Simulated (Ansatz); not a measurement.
`CB(Cl)N([SiH3])[SiH3]` + `F[SiH2]B[SiH3]` → `CB(Cl)B[SiH3]` + `F[SiH2]N([SiH3])[SiH3]`  (redistribution)

Gas-phase electronic energies from Ansatz, PBE0-D4/def2-TZVP geometries. CCSD(T)/CBS adds triple-zeta CCSD(T) − MP2 to the extrapolated MP2 energy (def2 sets, frozen cores). Functionals use def2-TZVPP. One conformer a species, not always the lowest.

`CB(Cl)N([SiH3])[SiH3]`:

Z-matrix (Å, degrees):
```
C
B 1 1.562
H 1 1.089 2 114.9
H 1 1.094 2 109.6 3 -122.5
H 1 1.095 2 109.4 3 122.0
Cl 2 1.799 1 115.5 3 177.6
N 2 1.411 1 128.4 3 -2.6
Si 7 1.765 2 119.5 1 179.3
Si 7 1.754 2 125.8 1 -0.8
H 8 1.481 7 111.8 2 63.5
H 8 1.480 7 111.8 2 -61.8
H 8 1.489 7 104.4 2 -179.1
H 9 1.485 7 109.7 2 118.9
H 9 1.480 7 110.6 2 -1.8
H 9 1.485 7 109.4 2 -122.1
```

`F[SiH2]B[SiH3]`:

```xyz
10

F     1.735    1.529   -0.637
Si    0.482    1.665    0.360
B    -0.647    0.020    0.426
Si   -0.277   -1.675   -0.575
H     1.028    1.982    1.709
H    -0.337    2.817   -0.114
H    -1.577    0.063    1.182
H     0.665   -2.416    0.320
H     0.405   -1.456   -1.878
H    -1.476   -2.529   -0.792
```

`CB(Cl)B[SiH3]`:

```xyz
12

C    -1.527   -0.827    1.250
B    -0.925   -0.559   -0.157
Cl   -2.021   -0.119   -1.493
B     0.616   -0.496   -0.730
Si    1.711    1.191   -0.655
H    -0.850   -1.352    1.926
H    -2.479   -1.361    1.197
H    -1.746    0.149    1.704
H     1.126   -1.449   -1.249
H     0.926    2.409   -0.317
H     2.705    0.970    0.438
H     2.463    1.445   -1.915
```

`F[SiH2]N([SiH3])[SiH3]`:

Cartesian coordinates in Å:
```
F -0.566 -0.660 2.586
Si -0.632 -1.195 1.081
N -0.001 -0.040 -0.016
Si -1.086 0.947 -0.959
Si 1.715 0.221 -0.168
H 0.158 -2.444 1.052
H -2.061 -1.410 0.754
H -1.704 0.171 -2.066
H -2.167 1.498 -0.104
H -0.285 2.057 -1.538
H 2.095 1.578 0.300
H 2.400 -0.802 0.664
H 2.136 0.080 -1.587
```

| level | ΔE (kJ/mol) |
| --- | --- |
| PBE-D4 | 22.1 |
| r2SCAN-D4 | 14.1 |
| r2SCAN | 13.6 |
| CCSD/def2-TZVPP | 15.7 |

(1) What does CCSD(T)/CBS give? (Estimate.)

Largest T1 diagnostic among the species: 0.013.

Answers

(1) The calculation gave: +15.9 kJ/mol. The listed levels differ from it by 6.2, -1.8, -2.3, -0.2 kJ/mol.

In def2-TZVPP, CCSD(T) changes the Hartree–Fock value by +12.7 kJ/mol (the triples alone add +1.8 kJ/mol) and MP2 by +10.3 kJ/mol.
